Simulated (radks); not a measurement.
Question: All-electron atom: Dy3+ in [Xe] 4f9 (the NIST ground configuration). All-electron calculation, scalar-relativistic Kohn-Sham, PBEsol, spin-unpolarised, spherical densities, finite nucleus; Fermi nuclear charge, rms radius 5.2218 fm. Program: a radial shooting solver on a logarithmic mesh with Libxc functionals. Some entries of the table are withheld. Estimate them.

orbital,occ.,eigenvalue (eV),<r> (bohr)
1s,2,-53661.06,0.02113
2s,2,-8963.839,(1)
2p,6,-7959.163,0.07947
3s,2,(2),0.2347
3p,6,-1712.554,0.2335
3d,10,-1315.315,0.2122
4s,2,-425.8375,0.5296
4p,6,-324.1212,0.5610
4d,10,-185.5153,0.6079
5s,2,(3),(4)
5p,6,-53.6709,1.477
4f,9,-34.7372,(5)

Answer: 
(1) 2s <r> (bohr): 0.08980
(2) 3s eigenvalue (eV): -2021.056
(3) 5s eigenvalue (eV): -78.3474
(4) 5s <r> (bohr): 1.274
(5) 4f <r> (bohr): 0.8055
